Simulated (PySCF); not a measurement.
## Mayer bond orders and bond lengths

Species: C₅H₁₀ClFO₂S.
SMILES with atom numbers: `[CH3:1][CH2:2][CH2:3][C@@:4]([CH3:5])([F:6])[S:7](=[O:8])(=[O:9])[Cl:10]` (hydrogens: H11, H12, H13 on C1; H14, H15 on C2; H16, H17 on C3; H18, H19, H20 on C5)

Cartesian coordinates in Å at the GFN2-xTB level; atoms count from 1:
```
atom  x, y, z in Å
C1     2.8866    0.1867   -0.0186
C2     1.5409   -0.2882    0.5137
C3     0.3875    0.3763   -0.2460
C4    -0.9754    0.0614    0.3274
C5    -1.4376   -1.3669    0.3300
F6    -1.1435    0.6431    1.5514
S7    -2.1285    1.0087   -0.7755
O8    -1.8452    2.4042   -0.7316
O9    -2.1722    0.3616   -2.0486
Cl10  -3.9454    0.7396    0.0855
H11    2.9894    1.2620    0.1038
H12    2.9846   -0.0501   -1.0752
H13    3.6963   -0.2996    0.5193
H14    1.4742   -1.3725    0.4104
H15    1.4580   -0.0394    1.5731
H16    0.3874    0.0668   -1.2927
H17    0.5104    1.4619   -0.2141
H18   -0.7708   -1.9893    0.9241
H19   -1.4632   -1.7290   -0.6942
H20   -2.4385   -1.4264    0.7547
```

Bond orders from the PBE0/pcSseg-1 density (PySCF). The structure is a single GFN2-xTB conformer in the gas phase; no vibrational or solvent corrections.

Task: How far do the computed orders between heavy atoms stray from the drawn ones?

Result: The largest departure is 0.257, at S7–O9 (drawn double, 1.743). Drawn single, order below 0.88: C4–S7 (0.769) and S7–Cl10 (0.853).

Task: Give the Mayer order of every bond, beside its length.

Result: 
```csv
bond,drawn as,length (Å),Mayer order
C1–C2,single,1.523,1.071
C2–C3,single,1.533,1.019
C3–C4,single,1.512,0.964
C4–C5,single,1.501,0.991
C4–F6,single,1.366,0.893
C4–S7,single,1.856,0.769
S7–O8,double,1.425,1.776
S7–O9,double,1.429,1.743
S7–Cl10,single,2.028,0.853
C1–H11,single,1.087,0.965
C1–H12,single,1.087,0.964
C1–H13,single,1.087,0.965
C2–H14,single,1.091,0.944
C2–H15,single,1.091,0.945
C3–H16,single,1.092,0.924
C3–H17,single,1.093,0.921
C5–H18,single,1.089,0.942
C5–H19,single,1.087,0.940
C5–H20,single,1.089,0.939
```

By pair of heavy elements: C–C: lowest C3–C4 (0.964, 1.512 Å), highest C1–C2 (1.071, 1.523 Å); in 4 of the 6 pairs the longer bond (by over 0.003 Å) has the higher order (by 0.02 or more). O–S: lowest S7–O9 (1.743, 1.429 Å), highest S7–O8 (1.776, 1.425 Å).

Task: Sum the orders of all bonds at each heavy atom with more than one neighbour and set the sums beside the valence in the SMILES.

Result: C1 3.965 (drawn 4), C2 3.979 (drawn 4), C3 3.828 (drawn 4), C4 3.617 (drawn 4), C5 3.812 (drawn 4), S7 5.141 (drawn 6). Orders between atoms that aren't bonded are not in these sums.

For a closed shell the Mayer order of atoms A and B is Σ (PS)μν (PS)νμ over the basis functions μ on A and ν on B, with P the density and S the overlap matrix.
